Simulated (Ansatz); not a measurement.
Relaxation of Te3Pd2 with RKS r2SCAN-D4/def2-SVP.

```sh
$ ansatz run in.yaml --threads 4 --pin off --events-out ev --progress --plain --max-ram 4787MiB
```

```yaml
crystal:
  periodic: [false, false, false]
  atoms:
    - {symbol: Pd, position_ang: [-0.373710, 0.552130, -1.614570]}
    - {symbol: Pd, position_ang: [1.179210, -0.488010, 0.740290]}
    - {symbol: Te, position_ang: [0.984960, 2.001870, 0.014380]}
    - {symbol: Te, position_ang: [-1.193520, 0.293540, 0.730380]}
    - {symbol: Te, position_ang: [-0.596940, -2.359530, 0.129530]}
basis:
  gaussian: {orbitals: def2-SVP}
hamiltonian: {xc: r2scan, dispersion: d4}
scf: {lower_state_search: "off"}
output: {orbitals: {seedname: orbitals}}
relax: {f_tol: 0.02, max_steps: 100}
```

Run time 28 s (4 threads of Arm Neoverse V2 on a shared host).

Positions (Å) and forces (eV/Å) at steps 1, 2, 3, 4, 5, 6, 7 of 7:

```xyz
5
step=1 energy=-28854.5072 eV
Pd   -0.374    0.552   -1.615    0.149   -0.348   -0.488
Pd    1.179   -0.488    0.740    0.446   -0.373   -0.007
Te    0.985    2.002    0.014    0.582    1.080   -0.077
Te   -1.194    0.294    0.730   -1.041   -0.128    0.734
Te   -0.597   -2.360    0.130   -0.136   -0.232   -0.162
5
step=2 energy=-28854.5676 eV
Pd   -0.315    0.477   -1.557    0.249   -0.010    0.635
Pd    1.158   -0.474    0.696   -0.213    0.377   -0.237
Te    1.092    2.158   -0.037   -0.581   -0.878   -0.032
Te   -1.310    0.237    0.816    0.568    0.006   -0.330
Te   -0.625   -2.397    0.081   -0.023    0.504   -0.037
5
step=3 energy=-28854.6870 eV
Pd   -0.270    0.410   -1.525    0.035   -0.215    0.078
Pd    1.168   -0.463    0.662    0.149    0.042    0.039
Te    1.017    2.123   -0.018   -0.213   -0.226    0.011
Te   -1.268    0.273    0.829    0.032    0.184    0.070
Te   -0.647   -2.343    0.051   -0.002    0.215   -0.199
5
step=4 energy=-28854.8107 eV
Pd   -0.236    0.245   -1.476   -0.207   -0.470   -0.150
Pd    1.206   -0.450    0.704    0.224   -0.218    0.114
Te    0.912    2.075   -0.035    0.305    0.597    0.057
Te   -1.216    0.348    0.903   -0.388    0.237    0.261
Te   -0.667   -2.217   -0.096    0.065   -0.146   -0.282
5
step=5 energy=-28854.8733 eV
Pd   -0.274    0.150   -1.442    0.030   -0.010   -0.161
Pd    1.195   -0.456    0.738    0.137   -0.057    0.019
Te    0.932    2.102   -0.043   -0.020    0.046    0.027
Te   -1.220    0.408    0.933   -0.111    0.051    0.098
Te   -0.633   -2.203   -0.186   -0.036   -0.030    0.018
5
step=6 energy=-28854.8753 eV
Pd   -0.262    0.144   -1.455   -0.004   -0.001    0.063
Pd    1.208   -0.463    0.730   -0.058    0.020   -0.016
Te    0.920    2.107   -0.033    0.003   -0.016   -0.007
Te   -1.222    0.411    0.936    0.045   -0.015   -0.035
Te   -0.643   -2.201   -0.179    0.014    0.011   -0.006
5
step=7 energy=-28854.8756 eV
Pd   -0.265    0.145   -1.451    0.002   -0.001    0.000
Pd    1.204   -0.461    0.732    0.000   -0.001   -0.002
Te    0.923    2.107   -0.035   -0.001   -0.001    0.000
Te   -1.221    0.411    0.935   -0.002    0.001    0.002
Te   -0.641   -2.202   -0.181    0.001    0.001    0.000
```

In the def2 sets Pd, Te take a core potential; there is no spin–orbit coupling. The relaxation made no stability test and no search for a lower SCF solution. No other spin state of charge 0 was run. The structure comes from a short search, and lower isomers may exist.
